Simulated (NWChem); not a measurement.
System: CH$_{4}$Te; SMILES C[TeH]

```xyz
6

Te    -0.0292     0.3319     0.0000
H      1.6495     0.4348     0.0000
C     -0.0079    -1.8475     0.0000
H      0.4958    -2.2209     0.9086
H      0.4875    -2.2214    -0.9130
H     -1.0670    -2.1650     0.0050
```
Atoms are numbered in this order, from 1.

The geometry was optimised at PBE-D3(BJ)/def2-SVP. def2 effective core potentials on Te; no spin-orbit coupling.

List the 4 lowest vertical singlet excitations from PBE0/def2-SVPD with def2 effective core potentials on Te, full TDDFT (NWChem).


| state | energy (eV) | oscillator strength | leading excitation (squared amplitude) |
|---|---|---|---|
| S1 | 3.78 | 0.001 | HOMO → LUMO (0.99) |
| S2 | 4.76 | 0.023 | HOMO → LUMO+1 (0.99) |
| S3 | 5.91 | 0.094 | HOMO → LUMO+2 (0.61) |
| S4 | 6.02 | 0.000 | HOMO → LUMO+3 (0.63) |
